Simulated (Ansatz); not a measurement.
C3H8Sn (`C=C[CH2][SnH3]`). Charge 0, multiplicity 1. Sn: def2 effective core potential.

Z-matrix (Å, degrees):
```
C
C 1 1.481
Sn 1 2.165 2 110.4
H 1 1.092 2 111.9 3 -118.6
H 1 1.092 2 111.9 3 119.4
C 2 1.329 1 125.6 3 -103.4
H 2 1.089 1 115.9 3 74.8
H 3 1.707 1 108.6 2 66.0
H 3 1.711 1 110.4 2 -173.6
H 3 1.709 1 109.2 2 -53.4
H 6 1.086 2 121.5 1 -1.6
H 6 1.083 2 121.4 1 178.4
```

Question: What are the harmonic wavenumbers in cm⁻¹ at PBE0-D4/def2-TZVP (Ansatz, finite differences of forces, unscaled)? (An estimate is asked.)

Answer: The calculation gave: 79, 89, 193, 384, 409, 437, 502, 684, 706, 721, 727, 782, 927, 954, 1023, 1057, 1127, 1219, 1328, 1431, 1464, 1708, 1928, 1939, 1946, 3072, 3126, 3146, 3152, 3242.

Question: Is this a minimum?

Answer: Yes, all 30 modes are real.

Question: Give the ideal-gas thermochemistry at 298.15 K and 1 bar (rigid rotor, harmonic oscillator; point group C1, symmetry number 1).

Answer: Zero-point energy 236.3 kJ/mol; H(298) − E = 256.6 kJ/mol; entropy 347.6 J/(mol·K), of which translation 172.4, rotation 111.6, vibration 63.6; G(298) − E = 153.0 kJ/mol. Modes under 100 cm⁻¹ are hindered rotations or soft bends, so the harmonic entropy is rough.

Question: And at 400, 500, 600, 800 and 1000 K?

Answer: 
```
T (K)  H − E (kJ/mol)  S (J/mol/K)  G − E (kJ/mol)
  400           268.9        382.8           115.7
  500           283.2        414.7            75.8
  600           299.4        444.2            32.9
  800           336.3        497.1           -61.4
 1000           377.6        543.1          -165.5
```

Question: Rotational constants (cm⁻¹)?

Answer: 0.4353, 0.05406, 0.05194.
